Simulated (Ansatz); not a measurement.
```yaml
crystal:
  periodic: [false, false, false]
  atoms:
    - {symbol: Li, position_ang: [-0.425240, -1.138120, 0.219718]}
    - {symbol: Co, position_ang: [0.339483, 0.908580, -0.175369]}
    - {symbol: O, position_ang: [1.260607, -0.397654, -0.319713]}
    - {symbol: O, position_ang: [-1.174850, 0.627194, 0.275364]}
basis:
  gaussian: {orbitals: def2-mTZVPP, point_charges: [{charge: 2.00, position_ang: [5.875, 0.584, -0.603]}]}
total_charge: 1
magnetization: {spin_polarized: true, initial_magnetization: 1}
hamiltonian: {xc: {name: wB97}}
scf: {lower_state_search: full}
```

```sh
$ ansatz run in.yaml --threads 4 --pin off --events-out ev --progress --plain --max-ram 3916MiB
```

Output, abridged:

```
Functional definition: wB97
790 factors; their error is unknown
304 factors; integrals over basis functions are off by at most 1.3e-5 eV
mean field evaluation 1: about -41888.0053 eV, gradient 1.1e2 eV
mean field evaluation 2: about -41610.8536 eV, gradient 3.1e2 eV
mean field evaluation 4: about -41905.6019 eV, gradient 5.8e1 eV
mean field evaluation 8: about -41915.2250 eV, gradient 1.1e0 eV
mean field evaluation 16: about -41888.0054 eV, gradient 1.1e2 eV
mean field evaluation 32: about -41883.1182 eV, gradient 3.8e1 eV
mean field evaluation 64: about -41889.0785 eV, gradient 3.2e1 eV
mean field evaluation 96: about -41911.6507 eV, gradient 2.6e1 eV
mean field evaluation 128: about -41890.4072 eV, gradient 3.3e1 eV
mean field evaluation 160: about -41890.1465 eV, gradient 3.4e1 eV
mean field evaluation 192: about -41913.4244 eV, gradient 2.6e0 eV
mean field evaluation 224: about -41889.5556 eV, gradient 3.4e1 eV
mean field evaluation 256: about -41915.9198 eV, gradient 4.1e-2 eV
mean field evaluation 288: about -41915.9203 eV, gradient 5.6e-5 eV
mean field evaluation 320: about -41915.8690 eV, gradient 5.3e-2 eV
mean field evaluation 352: about -41915.8694 eV, gradient 1.2e-4 eV
mean field evaluation 384: about -41915.5396 eV, gradient 8.8e-1 eV
mean field evaluation 416: about -41894.6530 eV, gradient 4.3e1 eV
mean field evaluation 448: about -41915.9113 eV, gradient 8.7e-1 eV
mean field evaluation 480: about -41732.2377 eV, gradient 7.0e1 eV
mean field evaluation 512: about -41915.1837 eV, gradient 7.7e-1 eV
mean field evaluation 544: about -41915.4281 eV, gradient 1.6e-1 eV
mean field evaluation 576: about -41906.8700 eV, gradient 1.6e1 eV
mean field evaluation 608: about -41915.0486 eV, gradient 9.9e-1 eV
mean field evaluation 640: about -41914.5254 eV, gradient 2.0e0 eV
mean field evaluation 672: about -41914.5317 eV, gradient 2.0e0 eV
mean field -41915.92032101 eV, -1540.3816601660 hartree, gradient 2.0e-5 eV, S^2 1.815989; 27 other end points of the search recorded, 0 dependent functions left out
reference -41915.92031420 eV, -1540.3816599155 hartree; 23, 22 occupied and 69, 70 virtual orbitals, 790 factors
Total energy: -41915.92031420 eV, -1540.3816599155 hartree
```

Hardware: 4 threads of Arm Neoverse V2 on a shared host. Wall time 66 s.

The charge 1 doublet is spin-contaminated (final ⟨S²⟩ up to 1.82, 0.75 for a pure state).
